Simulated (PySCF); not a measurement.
C3H7FSi, SMILES C1(C[SiH2]C1)F. Atoms are numbered in the order given.

```xyz
12

F     -2.1269    -0.1581     0.0000
C     -0.8508     0.3706     0.0000
C      0.0157    -0.0843    -1.1911
Si     1.4918    -0.0100     0.0000
C      0.0157    -0.0843     1.1911
H     -0.9531     1.4711     0.0000
H     -0.0672     0.5034    -2.1151
H     -0.2174    -1.1400    -1.4104
H      2.4691    -1.1339     0.0000
H      2.2259     1.2871     0.0000
H     -0.0672     0.5034     2.1151
H     -0.2174    -1.1400     1.4104
```

Coordinates come from a ωB97X-D3(BJ)/def2-SVP optimisation. The structure was generated by enumeration, and PubChem lists no compound with its InChIKey, so it may never have been made.

Two levels are set side by side: PBE/pcSseg-1 (PySCF) and PBE0/pcSseg-1 (PySCF). GIAO shifts against CFCl3 (¹⁹F), TMS (²⁹Si), TMS (¹H), TMS (¹³C) at the same level; non-relativistic, no solvent, atoms listed together averaged. Differences are taken from unrounded values.

```
quantity                           PBE0     PBE  PBE minus PBE0
-------------------------------  ------  ------  --------------
δ(¹⁹F) of F1 (ppm)               -149.7  -157.7            -8.0
δ(¹³C) of C2 (ppm)                 90.1    94.1             4.0
δ(¹³C) of C3, C5 (ppm)             24.1    25.5             1.4
δ(²⁹Si) of Si4 (ppm)              -60.4   -65.3            -4.9
δ(¹H) of H6 (ppm)                  5.23    5.44            0.20
δ(¹H) of H7, H8, H11, H12 (ppm)    2.01    2.02            0.02
```

Rough cost on one machine, each run with all the roots and properties that it gave: PBE0 against PBE within a factor of 2.
